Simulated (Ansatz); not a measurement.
**Abstraction of H: C2H8Si2 + C3H3 → C2H7Si2 + C3H4**

Species: C2H8Si2 `[SiH3]/C=C/[SiH3]`, singlet; C3H3 (propargyl radical) `[CH]=C=C`, doublet; C2H7Si2 `[SiH2]/C=C/[SiH3]`, doublet; C3H4 (allene) `C=C=C`, singlet. A radical takes H: the energy is the difference in strength between the Si–H bond broken and the C–H bond made.

Shapes, held fixed at every level: PBE0-D4/def2-TZVP. Flexible molecules stand in one conformer, not always the lowest. Programs: Ansatz 0.2.0. The zero-point and thermal change to 298 K, harmonic and unscaled (PBE0-D4/def2-TZVP), is +10.3 kJ/mol.

Question: Estimate ΔH(298 K) of this reaction.

Answer: B2PLYP/def2-TZVPP gives ΔH(298 K) = -3.8 kJ/mol; the levels span -35.1 to +21.3. That is about zero within the method's error. They disagree on the sign: 1 of 8 are positive. The median of the levels is -6.3. No measured value is set beside it here. Spin contamination: C3H3 (⟨S²⟩ up to 0.96), C2H7Si2 (⟨S²⟩ up to 0.91). Open shells run unrestricted unless RO is named. Times are processor times on shared x86 and Arm servers, and rough.

```csv
level,kind,ΔH(298 K) (kJ/mol),CPU time (sum over the molecules)
HF/def2-SVP,Hartree–Fock,+21.3,–
SPW92/def2-TZVPP,LDA,-35.1,13 s
PBE-D4/def2-TZVPP,GGA,-25.4,24 s
PBE0-D4/def2-TZVPP,global hybrid,-17.8,33 s
r2SCAN0-D4/def2-TZVPP,global hybrid,-7.2,56 s
wB97M-V/def2-TZVPP,range-separated hybrid,-5.3,1.9 min
wB97X-V/def2-TZVPP,range-separated hybrid,-2.8,85 s
B2PLYP/def2-TZVPP,double hybrid,-3.8,51 s
```
